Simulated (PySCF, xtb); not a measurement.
ClGeH₆NSi, SMILES Cl[SiH2][NH][GeH3].

GFN2-xTB run with xtb at its own geometry gives an orbital gap of 5.18 eV and a dipole moment of 2.52 D.

The structure is a stationary point at B3LYP-D3(BJ)/def2-SVP. A frequency run showed that this geometry is not a minimum. The structure was generated by enumeration, and PubChem lists no compound with its InChIKey, so it may never have been made. The values are those of a single conformer.

Problem. What does PBE/def2-TZVP (PySCF) give? (Estimate from the structure and the level; the computed values follow.)

Solution. gap 5.14 eV (levels -6.11 and -0.97 eV), dipole 2.01 D.
